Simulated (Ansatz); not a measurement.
A made-up structure of ZnH2Te, closed shell:

```xyz
4
angstrom
Zn 0.2299 -0.8146 0.6291
Te 0.1096 1.8932 -0.0194
H 0.3077 -2.4904 1.0380
H -0.6472 1.4118 -1.6477
```

It is relaxed with PBE-D4/def2-SVP and then PBE0-D4/def2-TZVP (Ansatz 0.2.0). Atoms count as bonded within 1.22 times the sum of their covalent radii (H–H: 0.88 Å). The end point is not checked to be a true minimum.

Problem. Does its bonding change? (A judgement: the text doesn't fix the answer.)

Solution. Computed: No: no bond forms or breaks.

Where it ends: The first stage lowers the energy by 0.59 eV in 6 steps. It ends as ZnH₂Te ([ZnH][TeH]):
```
atom    x (Å)    y (Å)    z (Å)
 Zn1   0.2059  -0.7263   0.5631
 Te2   0.0982   1.6909  -0.0167
  H3   0.2734  -2.2240   0.9238
  H4  -0.5775   1.2594  -1.4702
```

Labels in which every atom is bracketed show which atoms are joined, not bond orders.

For scale, one of the runs: PBE0-D4/def2-TZVP relaxation, 110 basis functions, launched by `ansatz run in.yaml --threads 2 --pin off --events-out ev --progress --plain --max-ram 4352MiB`. Hardware: 2 CPU threads of an Intel Xeon 6975P-C, shared host. Wall time about 12 s.
